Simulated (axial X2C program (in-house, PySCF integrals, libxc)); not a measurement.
## How the levels of DyF (f9 s2 orbitals) move with the bond length

Calculated with an in-house all-electron X2C program for linear molecules (integrals from PySCF): two-component X2C with atomic mean-field Coulomb and Gaunt terms, basis Dy dyall-v3z, F dyall-av3z (cores contracted in-house). Orbitals come from Hartree–Fock averaged over the configuration Dy f9 s2; CI then distributes these electrons over the f, s shells of Dy.

At R = 1.975 Å:

```csv
Ω,energy (cm⁻¹),g∥,μ (D),configuration
15/2,0,19.91,-1.99,100% f9 s2
13/2,485,17.01,-1.99,100% f9 s2
11/2,920,14.21,-1.98,100% f9 s2
9/2,1255,11.58,-1.97,100% f9 s2
7/2,1461,9.06,-1.97,100% f9 s2
5/2,1556,6.54,-1.97,100% f9 s2
3/2,1585,3.97,-1.97,100% f9 s2
1/2,1589,1.33,-1.98,100% f9 s2
13/2,3512,16.87,-1.99,100% f9 s2
11/2,3899,13.80,-1.98,100% f9 s2
9/2,4179,11.04,-1.98,100% f9 s2
7/2,4406,8.48,-1.98,100% f9 s2
5/2,4593,6.06,-1.97,100% f9 s2
3/2,4720,3.68,-1.97,100% f9 s2
```

g∥ is the magnitude of 2⟨Lz + ge Sz⟩ for the +Ω component. μ is positive if the F end is positive. The lowest 14 levels at most are listed.

At R = 1.906 Å:

```csv
Ω,energy (cm⁻¹),g∥,μ (D),configuration
15/2,0,19.91,-1.59,100% f9 s2
13/2,520,16.99,-1.58,100% f9 s2
11/2,986,14.18,-1.57,100% f9 s2
9/2,1340,11.55,-1.56,100% f9 s2
7/2,1548,9.06,-1.55,100% f9 s2
5/2,1629,6.57,-1.56,100% f9 s2
1/2,1635,1.34,-1.57,100% f9 s2
3/2,1641,3.99,-1.56,100% f9 s2
13/2,3541,16.89,-1.58,100% f9 s2
11/2,3947,13.78,-1.57,100% f9 s2
9/2,4235,11.01,-1.56,100% f9 s2
7/2,4465,8.46,-1.56,100% f9 s2
5/2,4657,6.06,-1.56,100% f9 s2
3/2,4786,3.69,-1.56,100% f9 s2
```

The lowest level lies 432 cm⁻¹ above the lowest at the first distance.

How does the gap from the lowest to the fifth level change between the two distances?

From 1461 to 1548 cm⁻¹, a factor of 1.06.

Dynamic correlation is missing, so gaps between terms are too wide and other configurations may lie lower; the lowest level listed is that of this model, not necessarily the ground state. At most 4 roots were kept for each Ω > 0 (twice that for Ω = 0) within 2.2 eV of the lowest, so higher up levels can be missing between those listed; levels with Ω > 0 are doubly degenerate and listed once, Ω = 0 levels singly.
